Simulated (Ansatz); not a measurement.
A structure relaxed at PBE-D4/def2-SVP in Ansatz, charge 0, singlet:

```xyz
6

Ga    0.8522   -0.1983    2.3292
Ga   -0.3635    0.6294   -0.1847
Ga   -0.3870    1.9987    1.9156
Ga    0.9070   -1.5956    0.3114
Ga   -0.0861   -1.3532   -2.3284
F    -0.9225    0.5190   -2.0432
```

Question: Give its formula and point group.

Answer: Ga5F. Point group Cs (tolerance 0.1 Å).

Question: Summarise the bond lengths by kind (pairs closer than 1.2 times the sum of covalent radii, bridged metal pairs left out).

Answer: 6 × Ga–Ga 2.45 to 2.91 Å; 2 × F–Ga 1.94 to 2.07 Å.

The restricted singlet is unstable towards broken spin symmetry in Hartree–Fock (as tested in another run); at PBE-D4/def2-SVP this wasn't settled. Another isomer (singlet) lies 0.33 eV lower at PBE0-D4/def2-TZVP; other spin states weren't run for this one.
